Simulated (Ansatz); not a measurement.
Reaction (cleavage of the Si–Si bond): `N[SiH2][SiH](O)F` + `N[SiH](F)S` → `N[SiH2]S[SiH](N)F` + `O[SiH2]F`

Computed with Ansatz on PBE0-D4/def2-TZVP structures; ΔE is electronic, products minus reactants. CBS: MP2 limit from def2 TZ/QZ plus the TZ coupled-cluster correction, frozen cores. DFT in def2-TZVPP. Each species was taken in one conformer, which may not be the lowest.

CCSD(T)/CBS gives -95.0 kJ/mol.

(1) Another level gave -93.8 kJ/mol. Which?
A. PBE/def2-TZVPP
B. ωB97X-V/def2-TZVPP
C. CCSD(T)/def2-TZVPP
D. HF/def2-TZVPP

Largest T1 diagnostic among the species: 0.012.

## Answers

(1) C. CCSD(T)/def2-TZVPP -93.8, HF/def2-TZVPP -97.9, ωB97X-V -89.0, PBE -74.2 kJ/mol.

The D4 term adds −8.7 kJ/mol with B3LYP and −5.0 kJ/mol with PBE0; it sums over pairs of atoms, weighted by their polarisabilities, and B3LYP, whose exchange is more repulsive, gets the larger term. From PBE to PBE0 (25 % exact exchange), in def2-TZVPP and without D4, ΔE moves by −7.7 kJ/mol.

B3LYP here is the variant with VWN-RPA as its local correlation; programs differ in this.
